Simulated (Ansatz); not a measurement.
`C[SiH2][SiH](O)F` + `[CH3][AlH][OH]` → `[CH3][AlH][O][SiH2]C` + `O[SiH2]F`  (cleavage of the Si–Si bond)

Calculated with Ansatz (gas phase, PBE0-D4/def2-TZVP geometries, no zero-point term in ΔE). CCSD(T)/CBS is the MP2 limit (def2-TZVPP, def2-QZVPP) plus CCSD(T) − MP2 in def2-TZVPP, frozen cores. Functionals use def2-TZVPP. B3LYP here is the variant with VWN-RPA as its local correlation; programs differ in this. One conformer a species, not always the lowest.

`C[SiH2][SiH](O)F`:

Cartesian coordinates in Å:
```
C -1.462 -0.998 0.731
Si -0.959 0.468 -0.324
Si 1.355 0.487 -0.670
O 2.049 0.389 0.813
F 1.776 -0.793 -1.545
H -1.201 -1.935 0.235
H -2.538 -0.995 0.914
H -0.947 -0.967 1.694
H -1.335 1.752 0.333
H -1.634 0.428 -1.652
H 1.899 1.654 -1.417
H 2.997 0.512 0.888
```

`[CH3][AlH][OH]`:

Z-matrix (Å, degrees):
```
C
Al 1 1.941
H 1 1.092 2 111.9
H 1 1.095 2 111.0 3 120.7
H 1 1.095 2 111.2 3 -121.1
O 2 1.701 1 117.6 3 -3.3
H 2 1.589 1 124.2 3 176.8
H 6 0.956 2 122.5 1 -179.8
```

`[CH3][AlH][O][SiH2]C`:

Z-matrix (Å, degrees):
```
C
Al 1 1.944
H 1 1.096 2 110.3
H 1 1.093 2 112.2 3 -119.3
H 1 1.094 2 111.9 3 118.6
O 2 1.686 1 119.6 3 93.4
H 2 1.582 1 123.8 3 -85.8
Si 6 1.626 2 165.5 1 -1.6
C 8 1.865 6 111.6 2 7.4
H 8 1.490 6 109.1 2 128.5
H 8 1.491 6 109.1 2 -113.6
H 9 1.093 8 111.1 6 60.5
H 9 1.094 8 110.4 6 -179.8
H 9 1.093 8 111.1 6 -60.0
```

`O[SiH2]F`:

Z-matrix (Å, degrees):
```
Si
F 1 1.596
O 1 1.630 2 111.0
H 1 1.482 2 106.0 3 121.4
H 1 1.474 2 108.2 3 -116.3
H 3 0.958 1 119.1 2 71.8
```

Is it downhill or uphill in electronic energy at CCSD(T)/CBS, and by how much? (Estimate.)

Ansatz gave: Downhill: ΔE = -126.6 kJ/mol.

What do these levels give: PBE-D4, r2SCAN-D4, B3LYP-D4, B3LYP, HF/def2-TZVPP, MP2/def2-TZVPP, SCS-MP2/def2-TZVPP, HF/def2-QZVPP, MP2/def2-QZVPP, SCS-MP2/def2-QZVPP, HF/CBS(def2), CCSD/CBS(def2)? (Best estimate.)

Computed: PBE-D4 -96.9, r2SCAN-D4 -120.1, B3LYP-D4 -123.7, B3LYP -124.9, HF/def2-TZVPP -155.7, MP2/def2-TZVPP -134.7, SCS-MP2/def2-TZVPP -138.9, HF/def2-QZVPP -158.3, MP2/def2-QZVPP -135.0, SCS-MP2/def2-QZVPP -139.0, HF/CBS(def2) -158.6, CCSD/CBS(def2) -130.4 kJ/mol.

Largest T1 diagnostic among the species: 0.012.

From PBE to PBE0 (25 % exact exchange), in def2-TZVPP and without D4, ΔE moves by −11.1 kJ/mol. In def2-TZVPP, CCSD(T) changes the Hartree–Fock value by +27.9 kJ/mol (the triples alone add +3.8 kJ/mol) and MP2 by +20.9 kJ/mol.
